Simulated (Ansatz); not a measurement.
The same path of BClFH₃O (7 atoms, charge 0, multiplicity 1) was run twice with different band settings. Lost on the way: B1–H2, O5–H7. Made: H2–H7.

These are results of RKS BLYP-D4/def2-SVP (Ansatz 0.2.0), not measurements.

Relaxed end points:

```xyz
7
Properties=species:S:1:pos:R:3
B 0.047 0.060 0.226
H 0.403 0.829 1.089
Cl 1.201 -0.130 -1.219
F -1.279 0.029 -0.106
O 0.237 -1.528 0.963
H 0.794 -1.988 0.289
H -0.657 -1.933 0.888
```

```xyz
7
Properties=species:S:1:pos:R:3
B 0.131 -0.712 -0.617
H -0.109 0.501 2.266
Cl 1.356 0.418 -1.215
F -1.165 -0.385 -0.732
O 0.519 -1.883 -0.055
H -0.243 -2.428 0.223
H 0.255 -0.173 2.262
```

Common settings: movable images 5; climbing image yes; spring 5.0 eV/Å²; optimiser quadratic models (default); force threshold 0.05 eV/Å; iteration limit 60; end points relaxed.

| run | start path |
| --- | --- |
| 1 | through a guess of the saddle point |
| 2 | straight line |

Problem. What does each run give, and how far can it be trusted?

Solution. Run 1: converged after 18 iterations, highest image 1.057 eV above the first end. Neighbouring images differ by up to 1.7 eV, so the band resolves the path poorly. A vibrational analysis at the climbing image gives one clearly imaginary mode, 1312i cm⁻¹: a first-order saddle point.
Run 2: converged after 22 iterations, highest image 1.057 eV above the first end. Neighbouring images differ by up to 1.7 eV, so the band resolves the path poorly. Another band between the same ends (5 images) ends at a top of the same energy, where a vibrational analysis finds 1 clearly imaginary mode.
The orbitals stay closed-shell, which can raise the energy where a bond breaks towards radicals; this wasn't checked here.
